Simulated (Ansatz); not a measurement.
Molecule: C2H10OSi2 (charge 0, singlet). 
Geometry from a B3LYP-D3(BJ)/def2-TZVP (Ansatz, a quantum-chemistry and plane-wave program) optimisation:
```
C
H 1 1.0996
H 1 1.1002 2 106.83
O 1 1.4199 2 110.81 3 120.66
C 4 1.4125 1 113.15 2 -58.68
H 5 1.0891 4 107.39 1 -179.73
H 5 1.0972 6 109.23 4 120.69
H 5 1.0973 6 109.24 7 118.63
Si 1 1.8975 2 111.01 3 -119.79
H 9 1.4838 1 110.06 2 -49.64
H 9 1.4862 10 108.16 1 -117.83
Si 9 2.3430 10 110.70 11 -121.52
H 12 1.4812 9 111.12 10 -50.60
H 12 1.4846 13 108.84 9 120.75
H 12 1.4847 13 108.49 14 117.53
```

Wanted: atomisation energy (electronic, to ground-state atoms); the coupled-cluster value holds the core correlation from cc-pwCVTZ, in kcal/mol. Valence correlation only, unless marked. UHF or UKS for open shells. No spin-orbit coupling. Non-relativistic. Basis-set limits of correlation are two-point, X^-3; Hartree-Fock from the larger set.

Level to compare with: CCSD(T)/CBS(cc-pV(T+d)Z,cc-pV(Q+d)Z) plus the core term (Ansatz), 1218.9 kcal/mol. It is a level with limits of its own, and the differences hold the functionals' basis error too.

Problem. Rank these functionals by how close they come to CCSD(T)/CBS(cc-pV(T+d)Z,cc-pV(Q+d)Z), closest first: PBE/def2-TZVPD (Ansatz); SVWN5/def2-TZVPD (Ansatz); B3LYP/def2-TZVPD (Ansatz).

Solution. PBE/def2-TZVPD (GGA, 1215.2 kcal/mol, difference -3.7), B3LYP/def2-TZVPD (global hybrid, 1203.5 kcal/mol, difference -15.4), SVWN5/def2-TZVPD (LDA, 1369.1 kcal/mol, difference 150.2)
